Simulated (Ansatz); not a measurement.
## Molecular dynamics, step by step

GeH4S2, singlet, PBE0-D4/def2-SVP (Ansatz 0.2.0). Settings (timestep in fs, temperature in K; T counts 15 degrees of freedom):

```yaml
hamiltonian: {xc: pbe0, dispersion: d4}
md: {n_steps: 80, timestep: 0.75, temperature: 300, ensemble: nve, seed: 744, initial_velocities: maxwell_boltzmann}
```

Start, the saddle point found with PBE0-D4 in triple zeta (not stationary at another level):

Ge1  (-0.893, 0.112, 0.303)
S2  (1.555, -0.204, 0.341)
S3  (-0.716, 1.273, -1.442)
H4  (1.063, 0.688, -0.720)
H5  (-1.090, 0.735, 1.699)
H6  (-1.409, -1.342, 0.303)
H7  (1.489, -1.262, -0.485)
(Å)

```json
{"step": "0", "time (fs)": "0.00", "potential energy less the start (meV)": "0.0", "kinetic energy (meV)": "193.9", "T (K)": "300"}
{"step": "5", "time (fs)": "3.75", "potential energy less the start (meV)": "54.9", "kinetic energy (meV)": "140.0", "T (K)": "217"}
{"step": "10", "time (fs)": "7.50", "potential energy less the start (meV)": "46.3", "kinetic energy (meV)": "148.1", "T (K)": "229"}
{"step": "15", "time (fs)": "11.25", "potential energy less the start (meV)": "-80.6", "kinetic energy (meV)": "276.5", "T (K)": "428"}
{"step": "20", "time (fs)": "15.00", "potential energy less the start (meV)": "-559.8", "kinetic energy (meV)": "747.1", "T (K)": "1156"}
{"step": "25", "time (fs)": "18.75", "potential energy less the start (meV)": "-775.1", "kinetic energy (meV)": "962.3", "T (K)": "1489"}
{"step": "30", "time (fs)": "22.50", "potential energy less the start (meV)": "-615.6", "kinetic energy (meV)": "811.0", "T (K)": "1255"}
{"step": "35", "time (fs)": "26.25", "potential energy less the start (meV)": "-728.4", "kinetic energy (meV)": "921.4", "T (K)": "1426"}
{"step": "40", "time (fs)": "30.00", "potential energy less the start (meV)": "-463.2", "kinetic energy (meV)": "664.0", "T (K)": "1027"}
{"step": "45", "time (fs)": "33.75", "potential energy less the start (meV)": "-716.5", "kinetic energy (meV)": "905.3", "T (K)": "1401"}
{"step": "50", "time (fs)": "37.50", "potential energy less the start (meV)": "-422.3", "kinetic energy (meV)": "618.9", "T (K)": "958"}
{"step": "55", "time (fs)": "41.25", "potential energy less the start (meV)": "-1002.3", "kinetic energy (meV)": "1185.0", "T (K)": "1834"}
{"step": "60", "time (fs)": "45.00", "potential energy less the start (meV)": "-1123.0", "kinetic energy (meV)": "1305.3", "T (K)": "2020"}
{"step": "65", "time (fs)": "48.75", "potential energy less the start (meV)": "-682.6", "kinetic energy (meV)": "878.4", "T (K)": "1359"}
{"step": "70", "time (fs)": "52.50", "potential energy less the start (meV)": "-778.6", "kinetic energy (meV)": "969.4", "T (K)": "1500"}
{"step": "75", "time (fs)": "56.25", "potential energy less the start (meV)": "-305.6", "kinetic energy (meV)": "510.7", "T (K)": "790"}
{"step": "80", "time (fs)": "60.00", "potential energy less the start (meV)": "-726.0", "kinetic energy (meV)": "917.4", "T (K)": "1419"}
```

Step 5, positions (Å) and forces (eV/Å):

| atom | x | y | z | Fx | Fy | Fz |
| --- | --- | --- | --- | --- | --- | --- |
| Ge1 | -0.891 | 0.112 | 0.307 | 0.131 | 0.187 | 0.003 |
| S2 | 1.554 | -0.204 | 0.346 | -0.110 | -0.922 | -0.730 |
| S3 | -0.715 | 1.278 | -1.454 | 0.052 | -0.085 | 0.198 |
| H4 | 0.962 | 0.659 | -0.731 | 0.029 | 0.408 | -0.219 |
| H5 | -1.076 | 0.650 | 1.731 | -0.098 | 0.216 | 0.079 |
| H6 | -1.325 | -1.342 | 0.279 | -0.236 | -0.435 | -0.065 |
| H7 | 1.407 | -1.261 | -0.550 | 0.232 | 0.630 | 0.734 |

Step 35, positions (Å) and forces (eV/Å):

```json
{"atom": "Ge1", "x": "-0.848", "y": "0.086", "z": "0.345", "Fx": "1.481", "Fy": "-0.289", "Fz": "-0.842"}
{"atom": "S2", "x": "1.498", "y": "-0.224", "z": "0.373", "Fx": "-0.977", "Fy": "-0.630", "Fz": "0.419"}
{"atom": "S3", "x": "-0.730", "y": "1.318", "z": "-1.523", "Fx": "1.565", "Fy": "0.921", "Fz": "-0.846"}
{"atom": "H4", "x": "0.738", "y": "1.593", "z": "-1.691", "Fx": "-2.693", "Fy": "-0.788", "Fz": "0.822"}
{"atom": "H5", "x": "-1.486", "y": "0.838", "z": "1.557", "Fx": "0.398", "Fy": "-0.262", "Fz": "-0.258"}
{"atom": "H6", "x": "-1.597", "y": "-1.259", "z": "-0.020", "Fx": "0.324", "Fy": "0.587", "Fz": "0.323"}
{"atom": "H7", "x": "1.444", "y": "-1.249", "z": "-0.541", "Fx": "-0.098", "Fy": "0.462", "Fz": "0.383"}
```

Step 50, positions (Å) and forces (eV/Å):

| atom | x | y | z | Fx | Fy | Fz |
| --- | --- | --- | --- | --- | --- | --- |
| Ge1 | -0.784 | 0.065 | 0.354 | 0.085 | 1.643 | -1.906 |
| S2 | 1.418 | -0.245 | 0.422 | 0.142 | -0.516 | 0.810 |
| S3 | -0.785 | 1.360 | -1.583 | 2.180 | 0.957 | -0.492 |
| H4 | 0.655 | 1.947 | -1.779 | -2.990 | -1.531 | 0.932 |
| H5 | -1.489 | 1.005 | 1.338 | 0.532 | -0.128 | 0.584 |
| H6 | -1.831 | -0.989 | 0.004 | 0.261 | -0.562 | 0.029 |
| H7 | 1.457 | -1.225 | -0.514 | -0.211 | 0.139 | 0.043 |

Last step (80):

```
7
angstrom
Ge -0.6896 0.1002 0.2941
S 1.3410 -0.3528 0.5836
S -0.9454 1.3995 -1.6560
H 0.2180 1.9671 -0.9606
H -0.7529 0.7606 1.6968
H -1.3972 -1.2872 0.3514
H 1.4676 -1.0486 -0.5377
```

Hardware: 4 CPU threads of an Arm Neoverse V1, shared host. Wall time about 91 s.
